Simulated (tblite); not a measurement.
C5H9GaN2O.
Atom-mapped SMILES: `[CH2:1]=[N:2][GaH2-:3][N+:4]#[C:5][C@H:6]([CH3:7])[CH:8]=[O:9]` (hydrogens: H10, H11 on C1; H12, H13 on Ga3; H14 on C6; H15, H16, H17 on C7; H18 on C8)
Bond orders are those of one Lewis drawing.

Computed with GFN2-xTB (tblite), gas phase: L-BFGS steps from a force-field or distance-geometry start until the largest atomic force falls under 0.01 eV/Å.

Geometry at step 205:
```
atom  x, y, z in Å
C1      2.1599    0.0695    1.0835
N2      2.5472   -0.7587    0.2478
Ga3     2.0877   -1.9411   -1.0831
N4      0.1910   -1.2281   -1.1984
C5     -0.6131   -0.6043   -0.6516
C6     -1.6002    0.2044   -0.0049
C7     -1.8678    1.4794   -0.8173
C8     -1.1190    0.5422    1.4209
O9     -1.1976    1.6385    1.8881
H10     1.1240    0.4876    1.0914
H11     2.8107    0.4487    1.8761
H12     1.8699   -3.3297   -0.4851
H13     2.6969   -1.6629   -2.4510
H14    -2.5271   -0.3787    0.0976
H15    -2.1428    1.2330   -1.8396
H16    -2.6793    2.0331   -0.3515
H17    -0.9774    2.1038   -0.8259
H18    -0.7718   -0.3304    1.9915
```

Task: Give the atomic forces at this geometry.

Result: 
```json
{"atom": "C1", "Fx (eV/Å)": "0.043", "Fy (eV/Å)": "-0.038", "Fz (eV/Å)": "-0.033"}
{"atom": "N2", "Fx (eV/Å)": "0.048", "Fy (eV/Å)": "0.042", "Fz (eV/Å)": "0.084"}
{"atom": "Ga3", "Fx (eV/Å)": "-0.006", "Fy (eV/Å)": "0.016", "Fz (eV/Å)": "-0.001"}
{"atom": "N4", "Fx (eV/Å)": "-0.031", "Fy (eV/Å)": "0.030", "Fz (eV/Å)": "0.074"}
{"atom": "C5", "Fx (eV/Å)": "-0.002", "Fy (eV/Å)": "0.004", "Fz (eV/Å)": "-0.056"}
{"atom": "C6", "Fx (eV/Å)": "0.009", "Fy (eV/Å)": "0.009", "Fz (eV/Å)": "-0.014"}
{"atom": "C7", "Fx (eV/Å)": "-0.003", "Fy (eV/Å)": "-0.041", "Fz (eV/Å)": "0.017"}
{"atom": "C8", "Fx (eV/Å)": "-0.092", "Fy (eV/Å)": "-0.103", "Fz (eV/Å)": "-0.066"}
{"atom": "O9", "Fx (eV/Å)": "0.046", "Fy (eV/Å)": "0.220", "Fz (eV/Å)": "0.053"}
{"atom": "H10", "Fx (eV/Å)": "-0.017", "Fy (eV/Å)": "-0.008", "Fz (eV/Å)": "-0.026"}
{"atom": "H11", "Fx (eV/Å)": "-0.046", "Fy (eV/Å)": "0.041", "Fz (eV/Å)": "-0.021"}
{"atom": "H12", "Fx (eV/Å)": "0.000", "Fy (eV/Å)": "-0.053", "Fz (eV/Å)": "-0.053"}
{"atom": "H13", "Fx (eV/Å)": "-0.008", "Fy (eV/Å)": "-0.006", "Fz (eV/Å)": "0.018"}
{"atom": "H14", "Fx (eV/Å)": "0.029", "Fy (eV/Å)": "-0.018", "Fz (eV/Å)": "0.004"}
{"atom": "H15", "Fx (eV/Å)": "0.000", "Fy (eV/Å)": "0.006", "Fz (eV/Å)": "0.011"}
{"atom": "H16", "Fx (eV/Å)": "0.048", "Fy (eV/Å)": "0.010", "Fz (eV/Å)": "0.010"}
{"atom": "H17", "Fx (eV/Å)": "-0.026", "Fy (eV/Å)": "0.013", "Fz (eV/Å)": "-0.024"}
{"atom": "H18", "Fx (eV/Å)": "0.006", "Fy (eV/Å)": "-0.123", "Fz (eV/Å)": "0.023"}
```

The largest, 0.23 eV/Å, acts on O9; the rms over all components is 0.050 eV/Å. The forces sum to zero within rounding, as they must for an isolated molecule in no field.

Task: Give the force on O9 in Eh/bohr and in nN.

Result: 0.231 eV/Å ÷ 51.422 = 0.00449 Eh/bohr, and 0.231 eV/Å × 1.602 = 0.37 nN.

Task: How far is this geometry from the end of the optimisation?

Result: 0.038 eV above it, and 0.178 Å rms away after alignment. The bonds farthest from their final lengths, with half the difference of the two atoms' forces along the bond (positive lengthens):

| bond | now (Å) | final (Å) | force along bond (eV/Å) |
| --- | --- | --- | --- |
| N2–Ga3 | 1.839 | 1.862 | +0.05 |
| C1–H10 | 1.117 | 1.126 | +0.03 |
| Ga3–N4 | 2.030 | 2.021 | +0.01 |
| C8=O9 | 1.194 | 1.198 | +0.17 |
| Ga3–H13 | 1.523 | 1.527 | -0.01 |
| C8–H18 | 1.099 | 1.103 | +0.05 |

The angle farthest from its final value is C1–N2–Ga3, 147.2° against 140.2°.

What follows is the cost of the whole relaxation. The run took 3.6 s on one thread, Arm Neoverse N1 (aarch64), shared host with 64 logical CPUs at a one-minute load of 62.
